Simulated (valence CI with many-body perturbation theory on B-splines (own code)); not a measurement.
**Os²⁵⁺: M1 decay**

Level of theory: relativistic CI+MBPT: five valence electrons over a frozen Dirac-Fock core [Kr] 4d10, a basis of 7 s, 7 p, 7 d, 7 f, 4 g, 2 h functions for each j, with the one-electron correlation potential Σ1, the two-electron term Σ2, the three-electron term Σ3, Breit, model QED; selected CI, second order for the rest, scaled by the run's own slope (own B-spline code, finite nucleus).

No measured spectrum was set against this ion. As an estimate, terms of the open shell hold to a few per cent of their energy, and close levels can change places. Core correlation moves these levels by up to 4300 cm⁻¹, and in measured spectra 5 to 20 % of such shifts remained as error; rates that hang on mixing are uncertain with them. Among the levels kept, up to 800 cm⁻¹ of a level comes from second order outside the variational space, and about a tenth of that is noise between levels of different J, which matters for small intervals. Only levels of the ground parity were solved; by the run's estimate the other parity begins above the list, which can be wrong where configurations are misplaced.

Lines 1 to 50 of 120 in falling wavelength, among levels below 109700 cm⁻¹, chosen from the decays that carry over 1 % of a level's rate. Wavelengths and rates use the calculated energies, so an error of 2000 cm⁻¹ moves a line at 1773 nm by 35 % and its rate by three times that or more. S is in atomic units (e²a₀⁴ for E2 and M2, e²a₀⁶ for E3), for M1 in squared Bohr magnetons. Weak lines are less certain than strong ones. Lines between different terms over intervals too small for the method are left out, as are lines whose strength nearly cancels. Where a level lies close to another of its J and parity, the split of strength between their lines is uncertain. Intervals below about 2000 cm⁻¹, as at the head of this list, are uncertain by tens of per cent.

Names give the largest LS component (configuration and term), which can be under half, so a name can repeat, a term be missing and a line seem to break the LS rules; names also repeat where a configuration has a term twice. Letters in brackets count levels of one name in rising energy.

```csv
λ vac (nm),Upper,Lower,Type,A (s⁻¹),S (a.u.)
6781,4f⁵ ⁶F°_1/2,4f⁵ ⁶F°_3/2,M1,4.03e-01,9.33e+00
2852,4f⁵ ⁶H°_15/2,4f⁵ ⁶H°_13/2,M1,1.23e+00,1.69e+01
1985,4f⁵ ⁴M°_21/2,4f⁵ ⁴M°_19/2,M1,2.43e+00,1.55e+01
1773,4f⁵ ⁴H°_11/2,4f⁵ ⁴G°_9/2,M1,3.98e+00,9.88e+00
1368,4f⁵ ⁶H°_13/2,4f⁵ ⁶H°_11/2,M1,2.51e+01,3.34e+01
1275,4f⁵ ⁴F°_3/2,4f⁵ ⁶F°_5/2 [b],M1,1.14e+01,3.50e+00
1088,4f⁵ ⁶H°_11/2,4f⁵ ⁶H°_9/2,M1,6.69e+01,3.83e+01
1043,4f⁵ ⁶F°_11/2,4f⁵ ⁶F°_9/2,M1,2.55e+01,1.29e+01
1011,4f⁵ ⁴L°_17/2,4f⁵ ⁴L°_15/2,M1,1.71e+01,1.18e+01
948.3,4f⁵ ⁶F°_9/2,4f⁵ ⁶F°_7/2,M1,5.84e+01,1.85e+01
943.7,4f⁵ ⁴M°_19/2,4f⁵ ⁴M°_17/2,M1,3.69e+01,2.30e+01
911.3,4f⁵ ⁶P°_3/2,4f⁵ ⁴P°_5/2,M1,3.21e+01,3.61e+00
887.2,4f⁵ ⁶H°_9/2,4f⁵ ⁶H°_7/2,M1,1.30e+02,3.37e+01
877.2,4f⁵ ⁶F°_7/2,4f⁵ ⁶F°_5/2 [a],M1,8.45e+01,1.69e+01
826.6,4f⁵ ⁴G°_9/2,4f⁵ ⁴G°_7/2 [a],M1,5.28e+01,1.11e+01
760.6,4f⁵ ⁶H°_7/2,4f⁵ ⁶H°_5/2,M1,1.58e+02,2.06e+01
745.7,4f⁵ ⁶F°_5/2 [a],4f⁵ ⁶H°_7/2,M1,7.33e+00,6.76e-01
738.7,4f⁵ ⁶F°_7/2,4f⁵ ⁶H°_9/2,M1,5.98e+00,7.15e-01
735.4,4f⁵ ⁴M°_15/2,4f⁵ ⁶H°_15/2,M1,1.10e+02,2.60e+01
671.7,4f⁵ ⁶F°_9/2,4f⁵ ⁶H°_11/2,M1,3.31e+00,3.72e-01
662.9,4f⁵ ²K°_15/2,4f⁵ ⁴M°_17/2,M1,3.08e+01,5.33e+00
656.5,4f⁵ ⁴P°_5/2,4f⁵ ⁶F°_5/2 [b],M1,5.07e+01,3.19e+00
655.3,4f⁵ ⁴M°_17/2,4f⁵ ⁴M°_15/2,M1,8.40e+01,1.58e+01
654.0,4f⁵ ²P°_1/2,4f⁵ ⁴F°_3/2,M1,9.55e+00,1.98e-01
635.0,4f⁵ ⁶F°_5/2 [b],4f⁵ ⁶F°_7/2,M1,4.32e+01,2.46e+00
606.8,4f⁵ ⁴I°_9/2,4f⁵ ⁶F°_9/2,M1,9.21e+00,7.63e-01
606.8,4f⁵ ⁴G°_7/2 [a],4f⁵ ⁶F°_5/2 [b],M1,1.57e+02,1.04e+01
598.8,4f⁵ ⁴F°_5/2,4f⁵ ⁴P°_5/2,M1,2.52e+01,1.20e+00
586.6,4f⁵ ⁴H°_7/2,4f⁵ ⁴G°_7/2 [a],M1,9.05e+00,5.42e-01
585.2,4f⁵ ⁴L°_15/2,4f⁵ ⁴L°_13/2,M1,1.51e+02,1.79e+01
584.7,4f⁵ ⁴M°_15/2,4f⁵ ⁶H°_13/2,M1,4.20e+01,4.97e+00
582.3,4f⁵ ⁶F°_11/2,4f⁵ ⁶H°_13/2,M1,2.06e+00,1.81e-01
578.0,4f⁵ ⁴G°_9/2,4f⁵ ⁴I°_9/2,M1,1.63e+01,1.16e+00
544.6,4f⁵ ⁶P°_3/2,4f⁵ ⁴F°_3/2,M1,1.11e+01,2.66e-01
529.6,4f⁵ ⁴L°_17/2,4f⁵ ⁴M°_17/2,M1,9.64e+00,9.55e-01
481.7,4f⁵ ⁴L°_13/2,4f⁵ ⁶H°_15/2,M1,5.91e+00,3.43e-01
461.2,4f⁵ ⁴G°_7/2 [a],4f⁵ ⁶F°_9/2,M1,4.54e+01,1.32e+00
453.7,4f⁵ ⁴H°_11/2,4f⁵ ⁴K°_11/2,M1,4.52e+01,1.88e+00
445.1,4f⁵ ⁴K°_13/2,4f⁵ ⁴K°_11/2,M1,2.62e+02,1.20e+01
439.9,4f⁵ ⁴H°_11/2,4f⁵ ⁴L°_13/2,M1,8.77e+00,3.32e-01
436.9,4f⁵ ²G°_9/2,4f⁵ ⁴K°_11/2,M1,1.50e+01,4.64e-01
431.8,4f⁵ ⁴K°_13/2,4f⁵ ⁴L°_13/2,M1,1.51e+02,6.31e+00
420.3,4f⁵ ²G°_9/2,4f⁵ ⁴I°_9/2,M1,9.05e+01,2.49e+00
415.2,4f⁵ ⁶F°_9/2,4f⁵ ⁶H°_9/2,M1,8.77e+00,2.33e-01
415.1,4f⁵ ⁴F°_5/2,4f⁵ ⁴F°_3/2,M1,4.06e+02,6.47e+00
413.4,4f⁵ ⁴G°_9/2,4f⁵ ⁶F°_11/2,M1,2.64e+01,6.90e-01
412.4,4f⁵ ⁴L°_15/2,4f⁵ ⁴M°_15/2,M1,1.96e+02,8.15e+00
412.1,4f⁵ ⁴L°_13/2,4f⁵ ⁶H°_13/2,M1,1.92e+02,6.96e+00
403.1,4f⁵ ⁶F°_7/2,4f⁵ ⁶H°_7/2,M1,4.96e+01,9.63e-01
381.6,4f⁵ ⁶P°_3/2,4f⁵ ⁶F°_5/2 [b],M1,4.14e+01,3.41e-01
```
